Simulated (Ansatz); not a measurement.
Zn₄Br₈⁻. The state is a doublet with charge -1. Geometry PBE-D4/def2-SVP; atoms count from 1.

Cartesian coordinates in Å:
```
Zn 1.685 0.242 1.487
Zn -0.258 -1.530 -1.837
Zn 0.319 1.432 -2.046
Zn -1.532 0.873 1.418
Br -1.962 0.218 -1.002
Br -0.259 -1.067 2.296
Br -3.403 1.743 2.460
Br 3.700 0.341 2.618
Br 0.013 -0.356 -4.001
Br 0.447 2.397 0.977
Br 1.940 -0.537 -0.919
Br -0.690 -3.756 -1.452
```

Single mean-field runs in def2-TZVP are fitted with def2-universal-jkfit. Another isomer (doublet) lies 0.07 eV lower at PBE0-D4/def2-TZVP; other spin states weren't run for this one.

(1) Estimate the Mulliken populations from the PBE0/def2-TZVP orbitals of Ansatz.

(2) Where does the spin sit?

(3) And the Mayer bond orders between heavy atoms (over 0.3)?

## Answers

(1) 
| atom | charge (e) | spin (α − β) | d electrons |
| --- | --- | --- | --- |
| Zn1 | 0.53 | 0.00 | 10.12 |
| Zn2 | 0.54 | 0.00 | 10.13 |
| Zn3 | 0.24 | 0.86 | 10.08 |
| Zn4 | 0.53 | 0.00 | 10.12 |
| Br5 | -0.27 | 0.03 | – |
| Br6 | -0.31 | 0.00 | – |
| Br7 | -0.44 | 0.00 | – |
| Br8 | -0.44 | 0.00 | – |
| Br9 | -0.35 | 0.07 | – |
| Br10 | -0.34 | 0.02 | – |
| Br11 | -0.27 | 0.03 | – |
| Br12 | -0.43 | 0.00 | – |
Mulliken values depend strongly on the basis.

(2) Summed by element: Zn 0.85, Br 0.15, of 1 unpaired in all. Largest on single atoms: Zn3 0.86, Br9 0.07, Br5 0.03.

(3) Zn1–Br6 0.56 (2.48 Å); Zn1–Br8 0.92 (2.31 Å); Zn1–Br10 0.48 (2.54 Å); Zn1–Br11 0.45 (2.54 Å); Zn2–Br5 0.42 (2.58 Å); Zn2–Br9 0.61 (2.48 Å); Zn2–Br11 0.42 (2.58 Å); Zn2–Br12 0.92 (2.30 Å); Zn3–Br5 0.32 (2.79 Å); Zn3–Br9 0.45 (2.67 Å); Zn3–Br11 0.32 (2.79 Å); Zn4–Br5 0.45 (2.54 Å); Zn4–Br6 0.56 (2.48 Å); Zn4–Br7 0.92 (2.31 Å); Zn4–Br10 0.48 (2.54 Å).
